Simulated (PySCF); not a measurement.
Computed shifts of a molecule C3H9FSi, B3LYP/pcSseg-1 (PySCF), GIAO, gas phase, atoms alike by connectivity averaged where their shifts nearly agree, in ppm (number of nuclei): ¹³C: 2.5 (3). ²⁹Si: 40.0 (1). ¹⁹F: -193.1 (1). ¹H: 0.48 (9). References: ¹³C against TMS (σ = 181.3 ppm); ²⁹Si against TMS (σ = 338.7 ppm); ¹⁹F against CFCl3 (σ = 161.7 ppm); ¹H against TMS (σ = 31.68 ppm), references at their B3LYP-D3(BJ)/def2-TZVP geometries, non-relativistic. Geometry: B3LYP-D3(BJ)/def2-SVP. Other conformers were not sampled.

Which molecule gave these data?
(A) C[Si](C)(C)F
(B) CC[Si@H](C)F
(C) CC(C)[SiH2]F
(D) CC[C@H](F)[SiH3]

A, C[Si](C)(C)F
